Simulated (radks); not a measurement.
Q: Species: Te. Configuration: [Kr] 4d10 5s2 5p4 (the NIST ground configuration). All-electron calculation, Dirac Kohn-Sham, PBE, spin-unpolarised, spherical densities, finite nucleus; open shells fill j = l - 1/2 first; Fermi nuclear charge, rms radius 4.7423 fm. Program: a radial shooting solver on a logarithmic mesh with Libxc functionals. Some entries of the table are withheld. Estimate them.

orbital  occ.  eigenvalue (eV)  r(max) (bohr)  <r^2> (bohr^2)
1s1/2       2        -31604.27        0.01793             (1)
2s1/2       2        -4844.825         0.1015         0.01688
2p1/2       2        -4539.313        0.07795         0.01250
2p3/2       4        -4264.829        0.08265         0.01379
3s1/2       2        -964.0213         0.2928          0.1185
3p1/2       2        -838.3879            (2)          0.1133
3p3/2       4        -787.2296            (3)          0.1215
3d3/2       4        -565.6133         0.2361             (4)
3d5/2       6        -554.9161         0.2391             (5)
4s1/2       2        -164.0341         0.7014          0.6611
4p1/2       2        -120.8605         0.7218          0.7331
4p3/2       4        -111.1505         0.7461          0.7864
4d3/2       4              (6)         0.8061           1.095
4d5/2       6              (7)         0.8150           1.124
5s1/2       2         -14.9759          1.796             (8)
5p1/2       2              (9)          2.110           7.788
5p3/2       2             (10)          2.206           8.622

A: 
(1) 1s1/2 <r^2> (bohr^2): 0.001048
(2) 3p1/2 r(max) (bohr): 0.2792
(3) 3p3/2 r(max) (bohr): 0.2898
(4) 3d3/2 <r^2> (bohr^2): 0.1030
(5) 3d5/2 <r^2> (bohr^2): 0.1054
(6) 4d3/2 eigenvalue (eV): -42.3036
(7) 4d5/2 eigenvalue (eV): -40.8373
(8) 5s1/2 <r^2> (bohr^2): 4.961
(9) 5p1/2 eigenvalue (eV): -6.4086
(10) 5p3/2 eigenvalue (eV): -5.6219
